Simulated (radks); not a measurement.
Results of a calculation; reference values are marked as such.
Initial-state core-level shifts of the manganese ion Mn+ when its valence configuration changes from [Ar] 3d5 4s1. Code: a radial shooting solver on a logarithmic mesh with Libxc functionals. Model: scalar-relativistic Kohn-Sham, PBE, spin-polarised, spherical densities, finite nucleus; open shells are filled with parallel spins first; Fermi nuclear charge, rms radius 3.7057 fm. Shifts are changes of the shell-averaged eigenvalues in eV (positive: less bound); the change of the density at the nucleus, which sets a Mossbauer isomer shift, is in e/bohr^3, on a base of 1.326e+04.

valence	1s	2s	2p	3s	density at nucleus
3d5 4p1	-1.384	-1.303	-1.306	-1.388	-7.065
3d4.5 4s1.5	-3.366	-3.767	-3.730	-3.298	+4.477
3d4 4s2	-7.030	-7.907	-7.829	-6.806	+9.818
3d4.5 4s1 4p0.5	-3.943	-4.359	-4.319	-3.862	+1.503
3d4.5 4s0.5 4p1	-4.623	-5.007	-4.967	-4.542	-2.272
3d5.5 4s0.5	+2.469	+2.828	+2.796	+2.466	-4.403
3d3 4s1 4p2	-17.359	-19.428	-19.241	-16.415	+7.369
3d5 4s0.5 4p0.5	-0.700	-0.660	-0.661	-0.701	-3.483
3d4 4s0.5 4p1.5	-8.823	-9.699	-9.614	-8.564	-0.841
